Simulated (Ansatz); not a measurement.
SeO2F2⁺. The state is a doublet with charge 1. Geometry r2SCAN-D4/def2-SVP, that of the neutral singlet; atoms count from 1.

```xyz
5

Se    0.055   -0.063   -0.177
O    -0.100    0.971   -1.368
O     0.602   -1.549   -0.249
F    -1.444   -0.098    0.685
F     0.887    0.740    1.109
```

(1) Estimate the Mulliken populations from the PBE0/def2-TZVP orbitals of Ansatz.

(2) Where does the spin sit?

(3) And the Mayer bond orders between bonded heavy atoms (over 0.3)?

Answers

(1) 
```
atom  charge (e)  spin (α − β)
 Se1        1.34         -0.14
  O2       -0.06          0.56
  O3       -0.06          0.56
  F4       -0.10          0.01
  F5       -0.10          0.01
```
Mulliken values and Mayer orders depend strongly on the basis.

(2) Summed by element: Se -0.14, O 1.12, F 0.01, of 1 unpaired in all. Largest on single atoms: O3 0.56, O2 0.56, Se1 -0.14.

(3) Se1–O2 1.63 (1.58 Å); Se1–O3 1.63 (1.58 Å); Se1–F4 1.09 (1.73 Å); Se1–F5 1.09 (1.73 Å). Values over 0.3 also appear between atoms too far apart for a bond (O2–O3 0.31 at 2.85 Å); they arise where an orbital or an unpaired electron spreads over both atoms.
